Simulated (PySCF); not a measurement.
## Working out the ionisation energy of Sn⁺

Sn⁺ [Kr] 4d10 5s2 5p1 (2P) → Sn²⁺ [Kr] 4d10 5s2 (1S). Calculation: PySCF 2.14, in x2c-TZVPall; the spin-free X2C one-electron Hamiltonian (Gaussian nucleus). Frozen: [Kr] 4d10. Energies in hartree (1 hartree = 27.21139 eV):

```json
{"part": "UHF", "Sn⁺ (lower)": "-6173.496468", "Sn²⁺ (upper)": "-6172.992372"}
{"part": "MP2 opposite-spin", "Sn⁺ (lower)": "-0.029285", "Sn²⁺ (upper)": "-0.024491"}
{"part": "MP2 same-spin", "Sn⁺ (lower)": "-0.002158", "Sn²⁺ (upper)": "0.000000"}
```

**Question.** What does Hartree-Fock give?

**Answer.** (-6172.992372) − (-6173.496468) = 0.504096 hartree = 13.717 eV.

**Question.** What do MP2 and SCS-MP2 (6/5 opposite-spin, 1/3 same-spin) give?

**Answer.** The opposite-spin parts differ by 0.130 eV and the same-spin parts by 0.059 eV. MP2: 13.717 + (0.130) + (0.059) = 13.906 eV. SCS-MP2: 13.717 + 1.2 × (0.130) + (0.059)/3 = 13.893 eV.

Measured between the centres of the two terms (NIST): 14.282 eV, so MP2 (valence) is off by -0.376 eV.

What remains against the reference includes basis incompleteness, the frozen core and correlation beyond second order.
